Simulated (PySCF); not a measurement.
## RuH at PBE0

Computed with PBE0; PySCF, scalar-relativistic core potentials, basis sets H cc-pVDZ, Ru cc-pVDZ-PP with ECP28.

| Quantity | Value |
| --- | --- |
| state | quartet, unpaired electrons σ ↑, π ↑, δ ↑, a second solution, started from another occupation |
| bond length | 1.627 Å |
| harmonic wavenumber | 1882 cm⁻¹ |
| force constant | 2.08 mdyn/Å |
| rotational constant Be | 6.383 cm⁻¹ |
| anharmonicity ωexe | 33.6 cm⁻¹ |
| vibration–rotation constant αe | 0.188 cm⁻¹ |
| energy of the minimum from ground-state H + Ru (4d7 5s1) | -2.49 eV |
| bond order (Mayer) | 1.05 |
| dipole moment (positive dipole means H(−)Ru(+)) | 2.48 D |

Spin–orbit coupling is left out, which matters for elements this heavy, above all for dissociation energies.
